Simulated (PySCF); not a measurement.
Species: BF4H2P.
SMILES: `F[PH2+][B-](F)(F)F`

Computed, not measured: PBE0-D3(BJ)/def2-SVP geometry optimisation, gas phase (PySCF 2.14.0).

Masses are those of the commonest isotopes; rigid-rotor values at the optimised geometry. 

(1) Give the principal moments of inertia and the rotational constants in MHz.

(2) What kind of rotor is it?

(3) What does the inertial defect say?

(4) Predict some low-J microwave lines.

(5) Estimate the classical rotational partition function at 25 K, 50 K and 500 K.

Answers

(1) Ia = 119.73, Ib = 302.26, Ic = 317.40 u·Å²; 505379 MHz·u·Å²/I gives A = 4221, B = 1672, C = 1592 MHz.

(2) A near-prolate asymmetric top: κ = (2 × 1672 − 4221 − 1592)/(4221 − 1592) = -0.94.

(3) Not planar: Δ = Ic − Ia − Ib = -104.60 u·Å². For a rigid frame Δ = −2 Σ m c², so Σ m c² = 52.30 u·Å² lies off the ab plane: 2.33 from hydrogen and 49.97 from heavier atoms. The atom farthest from that plane is 1.16 Å away.

(4) The dipole components are |μa| = 3.11 D, |μb| = 2.28 D, |μc| = 0.00 D; the mirror of this Cs structure is the ab plane, so μc vanishes by symmetry (the 0.02 D computed is a residue) and there are no c-type lines. Intensities carry the squares of the components, which stand as 1.00 : 0.54 (a : b). Some of the stronger lines:

```tsv
type	branch	J(Ka,Kc)	MHz	lower level (cm⁻¹)
a	Q	3(1,2) ← 3(1,3)	478	0.732
b	R	3(1,2) ← 2(2,1)	2265	0.672
b	Q	2(1,1) ← 2(0,2)	2710	0.327
b	R	2(0,2) ← 1(1,1)	3978	0.194
b	R	1(1,1) ← 0(0,0)	5813	0.000
a	R	2(0,2) ← 1(0,1)	6527	0.109
a	R	2(1,1) ← 1(1,0)	6608	0.197
b	R	3(0,3) ← 2(1,2)	7314	0.409
b	Q	3(2,1) ← 3(1,2)	7537	0.748
b	Q	3(2,2) ← 3(1,3)	8007	0.732
b	R	2(1,2) ← 1(0,1)	8998	0.109
a	R	3(1,3) ← 2(1,2)	9672	0.409
a	R	3(0,3) ← 2(0,2)	9785	0.327
a	R	3(2,1) ← 2(2,0)	9800	0.672
b	Q	3(3,0) ← 3(2,1)	12936	0.999
b	Q	3(3,1) ← 3(2,2)	12945	0.999
b	R	2(2,0) ← 1(1,1)	14336	0.194
b	R	3(2,2) ← 2(1,1)	17439	0.417
b	R	3(3,0) ← 2(2,1)	22738	0.672
```

(5) Point group Cs, symmetry number σ = 1; q = (√π/σ)·√((kT/h)³/(ABC)), k/h = 20836.6 MHz/K: 6290 at 25 K, 17800 at 50 K, 562000 at 500 K.

No PBE0-D3(BJ)/def2-SVP frequencies stand behind this structure, so it isn't proved a minimum. Zero-point vibration and centrifugal distortion are left out. Quadrupole hyperfine structure (11B) is left out.

Time: 85 s wall; peak memory 0.41 GiB. Hardware: Intel Xeon Platinum 8375C at 2.90 GHz, one thread (shared host). These figures are those of the optimisation.

Conformer computed: `[F:1][PH2+:2][B-:3]([F:4])([F:5])[F:6]`: F1–P2–B3–F4 -59°.
